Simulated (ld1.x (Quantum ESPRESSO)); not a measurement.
**What one change does to a pseudopotential (hafnium, TM)**

ld1.x (Quantum ESPRESSO) 7.5 input, shortened:

```
&input
   title='Hf', zed=72., rel=2, dft='PBE', iswitch=3,
   config='[Xe] 4f14 5d2 6s2 6p0', rel_dist='average'
 /
 &inputp
   pseudotype=2, tm=.true., lloc=1,
   nlcc=.false.
 /
3
6S  1  0   2.00   0.00  3.15  3.15  0.0
5D  3  2   2.00   0.00  2.75  2.75  0.0
6P  2  1   0.00   0.00  3.65  3.65  0.0
 &test
   configts(1)='5d2 6s2 6p0'
 /
```

Open shells are filled in proportion to 2j + 1 (rel_dist='average').

Change: wave 6p (bound): rc 3.65 bohr becomes 6p (bound): rc 4.78 bohr.

Cutoffs: the cutoffs (Ry, on a coarse ladder) from which the occupation-weighted sum of valence levels, in a spherical-Bessel basis at the reference potential, stays within 10 and 1 mRy of its value at 400 Ry; they do not see the model core or the augmentation charge, which bear on the density cutoff. Errors are all-electron minus pseudo energies relative to the spin-unpolarised reference configuration.

Question: What does the change do?

Answer: The potential gets neither clearly harder nor softer (18 Ry and 25 Ry → 18 Ry and 25 Ry); of the 7 tests that both files solve, the error grows in 3 and shrinks in 0 by more than 15 % and 0.3 meV (median size 5.7 → 21.9 meV); neither file shows a bound ghost. More of the atom is replaced by a form fitted at one configuration, so other configurations suffer.

| quantity | base | changed |
| --- | --- | --- |
| cutoff, loose | 18 Ry | 18 Ry |
| cutoff, tight | 25 Ry | 25 Ry |
| bound ghosts | none | none |
| error for 5d2 6s1 6p0, meV [ΔE 7.98 eV] | +4.1 | +8.4 |
| error for 5d2 6s0 6p0, meV [ΔE 22.16 eV] | +97 | +92 |
| error for 5d1 6s0 6p0, meV [ΔE 43.94 eV] | +219 | +209 |
| error for 5d2.5 6s1.5 6p0, meV [ΔE 1.25 eV] | +5.7 | +6.1 |
| error for 5d2 6s0 6p1, meV [ΔE 12.62 eV] | -3.4 | +22 |
| error for 5d2 6s1.5 6p0, meV [ΔE 3.26 eV] | +0.3 | +1.5 |
| error for 5d3 6s0 6p0, meV [ΔE 9.99 eV] | +98 | +98 |
